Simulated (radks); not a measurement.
All-electron atom: Ho3+ in [Xe] 4f(5/2: 6, 7/2: 3) 5d(3/2: 1, 5/2: 0) (not the ground configuration).

Method: Dirac Kohn-Sham, PBE, spin-unpolarised, spherical densities, finite nucleus; Fermi nuclear charge, rms radius 5.2022 fm; computed with a radial shooting solver on a logarithmic mesh with Libxc functionals.

Energy parts (eV):
| part | energy |
|---|---|
| total | -343551.31 |
| kinetic | 377957.86 |
| electron-nucleus | -845995.55 |
| Hartree | 131841.89 |
| exchange-correlation | -7355.52 |

Orbitals (lengths in bohr, moments of r in powers of bohr; <r^-3> diverges for s and p1/2):
orbital,occ.,eigenvalue (eV),<r^-3>
1s1/2,2,-55463.39,-
2s1/2,2,-9306.512,-
2p1/2,2,-8860.315,-
2p3/2,4,-8003.520,11580
3s1/2,2,-2111.938,-
3p1/2,2,-1916.535,-
3p3/2,4,-1737.630,2508
3d3/2,4,-1402.271,425.5
3d5/2,6,-1363.200,373.6
4s1/2,2,-450.5913,-
4p1/2,2,-372.8779,-
4p3/2,4,-332.4556,567.8
4d3/2,4,-204.3132,82.74
4d5/2,6,-196.9231,71.49
5s1/2,2,-84.0594,-
5p1/2,2,-61.8974,-
5p3/2,4,-56.0574,81.12
4f5/2,6,-42.7755,11.26
4f7/2,3,-41.6652,10.83
5d3/2,1,-27.0966,6.509
5d5/2,0,-26.5272,5.574

The highest occupied level is 5d3/2 at -27.097 eV. The electron density at the nucleus is 8.054e+05 e/bohr^3.
